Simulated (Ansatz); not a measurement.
CuSi6⁺, relaxed as a singlet with RKS B3LYP-D4/def2-SVP in Ansatz, starting from the GFN1-xTB geometry. Force threshold 0.02 eV/Å.

The restricted singlet is unstable towards broken spin symmetry in Hartree–Fock (as tested in another run); at B3LYP-D4/def2-SVP this wasn't settled. The relaxation made no stability test and no search for a lower SCF solution. The structure comes from a short search, and lower isomers may exist.

Start:

```csv
atom,x (Å),y (Å),z (Å)
Cu1,-0.5688,1.4493,-1.0021
Si2,-1.2484,-0.8767,-0.3281
Si3,0.5399,-0.6080,-1.8853
Si4,1.7996,0.8811,-0.4605
Si5,-1.8348,-0.2782,1.9061
Si6,0.1974,0.8199,1.3103
Si7,1.1151,-1.3874,0.4597
```

(1) Estimate the energy that the relaxation releases and the steps that it takes.

(2) Does the start keep its bonding?

(3) Predict the relaxed structure.

## Answers

(1) 21.0 kcal/mol, in 27 steps; 87 s on 4 threads of Arm Neoverse V2 on a shared host. The force fell under the threshold at step 11, but the optimiser went on and released 0.125 eV more. No frequencies were taken in this run, so the end may be a saddle point.

(2) Bonds lost: Cu1–Si3, Si3–Si4 (atoms count from 1). Bonds formed: Si5–Si7 (atoms count from 1).

(3) 
Cartesian coordinates in Å:
```
Cu -0.497 2.052 -0.973
Si -1.116 -0.174 -0.637
Si 0.370 -1.732 -1.612
Si 1.584 0.960 -0.455
Si -1.280 -1.007 1.687
Si -0.008 1.005 1.368
Si 0.948 -1.104 0.621
```
Bond lengths: 10 × Si–Si 2.36 to 2.59 Å; 3 × Cu–Si 2.33 to 2.61 Å.
